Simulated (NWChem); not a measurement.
System: GeH3SeCl; SMILES [GeH3][Se]Cl

Results from NWChem. All runs use the structure optimised with PBE0/def2-SVP. Hybrids' shares of exact exchange are those that their runs print; pure functionals count as 0. The functionals differ in more than this share.

```
row                    share of exact exchange  orbital gap (eV)
---------------------  -----------------------  ----------------
PBE/def2-SVP                              0.00              2.37
N12/def2-SVP                              0.00              2.36
B3LYP/def2-SVP                            0.20          withheld
BHandHLYP/def2-SVP                        0.50              6.69
Hartree-Fock/def2-SVP                     1.00             11.10
```

Q: Fit a straight line of the last column on the one before it, predict the withheld value, and compare with the run.

A: 
1. Means of the 4 shown rows: x = 0.375, y = 5.630. Slope Σ(x − x̄)(y − ȳ)/Σ(x − x̄)² = 6.000/0.6875 = 8.727; intercept 2.357.
2. The shown rows scatter about the line by 0.018 (root mean square); the largest residual is -0.03, at BHandHLYP/def2-SVP.
3. At x = 0.20 (B3LYP/def2-SVP; inside the shown range) the line gives 4.10.
4. The run gives 4.08, -0.02 from the line.
